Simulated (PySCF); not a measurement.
RuO4, SMILES [O]=[Ru](=[O])(=[O])=[O], multiplicity 1.

The structure is a stationary point at B3LYP-D3(BJ)/def2-SVP. The spin state was assumed, not searched. The isomer is the one that the SMILES or the coordinates give; other isomers of the formula were not compared. The def2 effective core potentials stand for the cores of Ru; spin–orbit coupling is left out.

Computed with PBE/def2-TZVPD run with PySCF.

Symmetry labels are those of the subgroup D2 that the program uses (full group Td).

**Question.** List the valence orbital energies around the gap with their symmetry. (The exact figures need the calculation; the answer reports its results.)

**Answer.** 
```
orbital  symmetry  energy (eV)
-------  --------  -----------
HOMO−7         B3       -13.36
HOMO−6          A       -10.61
HOMO−5         B1        -9.65
HOMO−4         B2        -9.65
HOMO−3         B3        -9.65
HOMO−2         B1        -8.89
HOMO−1         B2        -8.89
HOMO           B3        -8.89
LUMO            A        -5.60
LUMO+1          A        -5.60
LUMO+2         B1        -3.43
LUMO+3         B2        -3.43
```
